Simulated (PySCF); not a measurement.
# Ionisation energy of La⁴⁸⁺ by level of theory

La⁴⁸⁺ [He] 2s2 2p5 (2P) → La⁴⁹⁺ [He] 2s2 2p4 (3P), as a difference of total energies. Computed with PySCF 2.14 in an even-tempered Gaussian basis (17 s from 24 bohr⁻², ratio 2.5; 11 p from 31 bohr⁻², ratio 2.5; 5 d from 130 bohr⁻², ratio 2.7; 4 f from 190 bohr⁻², ratio 2.7), with scalar relativity by spin-free X2C-1e. Correlated levels: nothing frozen; virtual orbitals above 40 to 60 times the deepest correlated orbital energy dropped. The calculations carry no spin-orbit coupling.

| method | ionisation energy (eV) |
| --- | --- |
| UHF | 9053.7 |
| MP2 (all electrons) | 9055.3 |
| SCS-MP2 (all electrons) | 9055.2 |
| CCSD (all electrons) | 9055.3 |
| CCSD(T) (all electrons) | 9055.3 |

Spin-orbit coupling is strong in these open shells (close to jj coupling). The scalar numbers leave it out and a first-order estimate fails, so it can dominate the gap to the real levels.

For this ion Breit and QED terms and the two-electron picture change, all absent here, outweigh the differences among the correlated methods.

For comparison: 8914 ± 4 eV (theoretical estimate listed by NIST; NIST Atomic Spectra Database, ionization energies).
